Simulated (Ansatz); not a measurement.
The molecule NaC+, multiplicity 3 (lowest of 2S+1 = 1, 3, 5 at CCSD(T)/def2-TZVPP on PBE0 minima; our sources give no spin for the ground state, which may be another).

Seven points along R, fitted to fifth degree in 1/R; most abundant isotopes. In def2 and cc sets the state is the lowest found near the PBE0 minimum, followed along R.

Correlated levels freeze the inner cores; with def2 sets outer-core shells near the valence are correlated too.

The values were computed with Ansatz (a program for electronic structure). Each number belongs to the level named beside it.

```tsv
level	r_e (Å)	ω_e (cm⁻¹)	ω_e x_e (cm⁻¹)
PBE/def2-TZVPP	2.734	179	4.0
B3LYP/def2-TZVPP	2.717	181	3.9
PBE0/def2-TZVPP	2.712	[?]	4.5
wB97X-V/def2-TZVPP	2.721	182	4.2
wB97M-V/def2-TZVPP	2.739	176	4.0
B2PLYP/def2-TZVPP	2.705	184	4.0
CCSD/def2-TZVPP	2.735	175	3.7
CCSD(T)/def2-QZVPP	[?]	[?]	3.6
```

Q: Fill in the missing entries.

A: 
- CCSD(T)/def2-QZVPP, r_e (Å): 2.701
- CCSD(T)/def2-QZVPP, ω_e (cm⁻¹): 178
- PBE0/def2-TZVPP, ω_e (cm⁻¹): 183
